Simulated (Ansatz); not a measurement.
## GeH2OS: structure from calculated spectroscopic constants

These gas-phase data were calculated for one isomer of GeH2OS at B3LYP-D3(BJ)/def2-SVP (harmonic, unscaled wavenumbers; equilibrium rotational constants with average atomic masses):

| Property | Result |
| --- | --- |
| rotational constants | 20.14, 3.55, 3.018 GHz |
| all wavenumbers above 1500 cm⁻¹ | 3803, 2159 |

Candidates:

(1) `[O]=[GeH][SH]`, a singlet
(2) `[OH][GeH]=[S]`, a singlet

Problem. Which structure fits?

Solution. Candidate (2). The band at 3803 cm⁻¹ lies where the O–H stretch is expected; (1) has no mode between 3300 and 4000 cm⁻¹.

The same quantities for all candidates:

```
     rotational constants (GHz)  wavenumbers above 1500 cm⁻¹  E above the lowest, B3LYP-D3(BJ)/def2-SVP (kcal/mol)
(1)          21.64, 3.25, 2.826                   2664, 2090                                                  25.4
(2)          20.14, 3.55, 3.018                   3803, 2159                                                   0.0
```

Harmonic stretches to hydrogen usually lie a few per cent above observed fundamentals. Each candidate is one conformer. Programs: Ansatz 0.2.0.
